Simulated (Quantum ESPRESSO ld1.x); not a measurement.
Problem. Radial electron density D(r) = 4 pi r^2 rho(r) of an atom or ion with 59 electrons. Calculated with ld1.x of Quantum ESPRESSO 7.5: Dirac Kohn-Sham, BLYP, spin-unpolarised, spherical densities, point nucleus.

r (bohr),D(r) (e/bohr)
0.0009816,3.117
0.001352,5.299
0.001862,8.858
0.002564,14.47
0.00353,22.90
0.004901,35.04
0.006749,49.93
0.009294,65.64
0.0128,77.60
0.01763,80.75
0.02427,75.10
0.03343,71.16
0.04604,82.35
0.0634,101.3
0.08731,99.17
0.1202,79.48
0.1669,83.82
0.2298,87.22
0.3165,50.80
0.4359,35.03
0.6003,40.44
0.8267,24.43
1.138,11.30
1.568,6.441
2.159,2.457
2.973,0.9188
4.127,0.5927
5.684,0.3951
7.828,0.2037
10.78,0.04951
14.84,0.003967

What is the nuclear charge?

Solution. Z = 60. The innermost maximum, from 1s, lies near gamma/Z bohr with gamma = sqrt(1 - (Z/c)^2) = 0.899, here 0.015 bohr (found: 0.0165), and its height grows with Z. The density is that of the neodymium ion Nd+ in [Kr] 4d10 4f4 5s2 5p4 6s1 5f2; the configuration itself is not fixed sharply by these data, and Z only to a few units. D(r) has 4 maxima, at r = 0.0165, 0.0726, 0.204, 0.568 bohr, and minima at 0.0319, 0.134, 0.412 bohr, inside which lie 2.01, 11.16, 29.15 electrons.
